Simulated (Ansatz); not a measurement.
`N[CH](O)[GeH2][F]` → C• + F• + Ge• + 6 H• + N• + O•  (atomization)

Program: Ansatz. Geometries: PBE0-D4/def2-TZVP. ΔE: electronic, gas phase. CCSD(T)/CBS adds triple-zeta CCSD(T) − MP2 to the extrapolated MP2 energy (def2 sets, frozen cores). This one scheme is used for every species, atoms too. Functionals use def2-TZVPP. B3LYP here is the variant with VWN-RPA as its local correlation; programs differ in this. No spin–orbit coupling; open shells (•) take unrestricted orbitals. Spin–orbit coupling would lower the free atoms: a little for C, F, O; clearly for Ge. Bonds to Ge are less sure, by a few kJ/mol each and by 10 to 20 or more in all where they break to atoms, as the def2 sets lack core-valence functions. Scalar relativity is left out up to krypton. Each species was taken in one conformer, which may not be the lowest.

`N[CH](O)[GeH2][F]`:

Z-matrix (Å, degrees):
```
C
O 1 1.406
Ge 1 1.980 2 105.0
N 1 1.439 2 110.4 3 -124.5
H 1 1.099 2 111.4 3 117.0
H 2 0.965 1 106.6 3 168.4
F 3 1.753 1 103.3 2 -178.1
H 3 1.539 1 111.2 2 -65.3
H 3 1.536 1 116.8 2 66.5
H 4 1.011 1 111.8 2 -162.2
H 4 1.013 1 112.7 2 75.1
```

| level | ΔE (kcal/mol) | difference from CCSD(T)/CBS |
| --- | --- | --- |
| r2SCAN-D4 | 902.1 | -4.2 |
| PBE0-D4 | 898.6 | -7.7 |
| B3LYP-D4 | 900.7 | -5.6 |
| ωB97M-V | 903.5 | -2.8 |
| B2PLYP | 892.0 | -14.3 |
| PBE | 918.1 | 11.8 |
| r2SCAN | 900.9 | -5.4 |
| PBE0 | 894.6 | -11.7 |
| MP2/def2-TZVPP | 896.2 | -10.1 |
| SCS-MP2/def2-TZVPP | 892.3 | -14.0 |
| CCSD(T)/def2-TZVPP | 880.5 | -25.8 |
| HF/def2-QZVPP | 613.7 | -292.6 |
| SCS-MP2/def2-QZVPP | 909.9 | 3.6 |
| HF/CBS(def2) | 613.9 | -292.4 |
| MP2/CBS(def2) | 922.0 | 15.7 |
| CCSD/CBS(def2) | 891.0 | -15.3 |
| CCSD(T)/CBS | 906.3 | 0 |

Largest T1 diagnostic among the species: 0.012.

From PBE to PBE0 (25 % exact exchange), in def2-TZVPP and without D4, ΔE moves by −23.5 kcal/mol: exact exchange takes away binding that semilocal exchange gives to molecules. The D4 term adds +7.7 kcal/mol with B3LYP and +4.0 kcal/mol with PBE0; it sums over pairs of atoms, weighted by their polarisabilities, and B3LYP, whose exchange is more repulsive, gets the larger term.

For atomizations the MP2-based limit and the directly extrapolated one differ by several kJ/mol either way, and by 10 to 25 for some Ge, Se and Sn compounds, so smaller differences from it don't rank the levels.
